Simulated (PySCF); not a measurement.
P³⁺: interval between two levels

P³⁺ [Ne] 3s2 → P³⁺ [Ne] 3s1 3p1 [3P2, M_J = 2], as a difference of total energies. Computed with PySCF 2.14 in x2c-SVPall-2c with one added diffuse shell each of s, p type (5s5p1d, 25 functions), with the two-component X2C-1e Hamiltonian. Correlated levels: [Ne] frozen. "Screened" scales the spin-orbit matrix elements by Boettger's factors to mimic the two-electron term; Breit and QED terms are absent.

```
                    method  interval between two levels (cm⁻¹)
           GHF (spin-free)                               57569
          GMP2 (spin-free)                               63977
 GHF (screened spin-orbit)                               57826
GMP2 (screened spin-orbit)                               64234
```

The labels give the starting determinants; with spin-orbit coupling the two ends relaxed to ⟨J²⟩ = 0.00, ⟨L²⟩ = 0.00, ⟨S²⟩ = 0.00 and ⟨J²⟩ = 6.00, ⟨L²⟩ = 2.00, ⟨S²⟩ = 2.00.
